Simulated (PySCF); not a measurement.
PySCF input file for GaH4P, SMILES [GaH2][PH2], PBE0/pcSseg-2. The structure is a stationary point at r2SCAN-D4/def2-TZVP.

```python
import numpy as np
from pyscf import gto, scf, dft
from pyscf.prop.nmr import rks as nmr

mol = gto.M(
    atom='''
    Ga    0.75851999   -0.00645460   -0.00000000
    H     1.52017155    0.02371871   -1.36358354
    H     1.52017155    0.02371870    1.36358355
    P    -1.53932370    0.11887477    0.00000000
    H    -1.73230364   -0.81523313   -1.04976351
    H    -1.73230365   -0.81523314    1.04976349
    ''',
    basis='pcSseg-2',
    charge=0,
    spin=0,
    max_memory=1600,
    verbose=3,
)
mf = dft.RKS(mol, xc='pbe0').density_fit(auxbasis='def2-universal-jkfit')
mf.grids.level = 3
mf.conv_tol = 1e-10
mf.max_cycle = 100
mf.kernel()
n = nmr.NMR(mf)
n.verbose = 2
n.max_cycle_cphf = 60
sigma = n.kernel()
print('atom   isotropic/ppm   span/ppm')
for i, s in enumerate(sigma):
    w = np.linalg.eigvalsh((s + s.T) / 2)
    print(f'{mol.atom_symbol(i):2s}{i + 1:3d} {w.mean():14.3f} {w[2] - w[0]:11.3f}')
```

Program output:

```
converged SCF energy = -2268.26806043835
atom   isotropic/ppm   span/ppm
Ga  1       1060.849     805.445
H   2         24.450      14.087
H   3         24.450      14.087
P   4        552.083     116.299
H   5         29.201      12.165
H   6         29.201      12.165
```

The run converged.
